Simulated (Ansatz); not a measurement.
Reaction (formal loss of a carbene): `C[SiH](Cl)[SbH2]` → `[CH2]` (triplet) + `Cl[SiH2][SbH2]`

Calculated with Ansatz (gas phase, PBE0-D4/def2-TZVP geometries, no zero-point term in ΔE). CCSD(T)/CBS adds triple-zeta CCSD(T) − MP2 to the extrapolated MP2 energy (def2 sets, frozen cores). This one scheme is used for every species. Functionals use def2-TZVPP. B3LYP here is the variant with VWN-RPA as its local correlation; programs differ in this. HSE06 is defined as in plane-wave codes. Triplets are unrestricted, without spin–orbit coupling. def2 core potentials past Kr. For Sb outer-core shells are correlated without core-valence functions, which leaves a few kJ/mol of doubt a bond.

`C[SiH](Cl)[SbH2]`:

```xyz
10

C     0.585   -1.112    0.567
Si   -0.244    0.552    0.656
Cl    1.083    1.909    1.485
Sb   -0.982    1.509   -1.616
H     0.896   -1.436    1.563
H    -0.109   -1.851    0.158
H     1.464   -1.069   -0.078
H    -1.420    0.504    1.565
H    -1.752    0.026   -1.985
H     0.480    0.966   -2.316
```

`[CH2]` (triplet):

```xyz
3

C    -0.011    0.153    0.230
H     0.844   -0.504    0.211
H    -0.833    0.352   -0.441
```

`Cl[SiH2][SbH2]`:

```xyz
7

Cl    1.781    0.662   -1.155
Si    0.172   -0.555   -0.736
Sb   -1.141    0.181    1.345
H    -0.719   -0.540   -1.923
H     0.694   -1.931   -0.539
H     0.320    0.384    2.204
H    -1.106    1.799    0.804
```

```tsv
level	ΔE (kcal/mol)	difference from CCSD(T)/CBS
BLYP-D4	114.5	-2.1
PBE0-D4	115.9	-0.7
B3LYP-D4	114.6	-2.0
r2SCAN0-D4	110.5	-6.1
ωB97M-V	117.3	0.7
B2PLYP	113.8	-2.8
PBE	116.0	-0.6
r2SCAN	110.9	-5.7
B3LYP	111.5	-5.1
r2SCANh	110.4	-6.2
HSE06	114.4	-2.2
LC-ωPBE	113.5	-3.1
RPA@PBE/def2-TZVPP	110.9	-5.7
HF/def2-TZVPP	79.6	-37.0
SCS-MP2/def2-TZVPP	116.6	0.0
SCS-MP2/def2-QZVPP	118.7	2.1
CCSD(T)/CBS	116.6	0
```

Q: What do rigid-rotor, harmonic-oscillator terms from PBE0-D4/def2-TZVP frequencies (298.15 K, 1 bar) make of the CCSD(T)/CBS value? (Estimate.)

A: The calculation gave: ΔZPE = -7.2 kcal/mol, ΔH = +110.6 kcal/mol, ΔS = 157 J/(mol·K), ΔG = +99.5 kcal/mol. Open shells count their whole term as degenerate.

Largest T1 diagnostic among the species: 0.012.

From r2SCAN to r2SCAN0 (25 % exact exchange), in def2-TZVPP and without D4, ΔE moves by −1.1 kcal/mol. At CCSD(T), def2-SVP lies −7.4 kcal/mol from the extrapolated value and def2-TZVPP −3.2 kcal/mol. In def2-TZVPP, CCSD(T) changes the Hartree–Fock value by +33.8 kcal/mol (the triples alone add +2.9 kcal/mol) and MP2 by +37.8 kcal/mol.
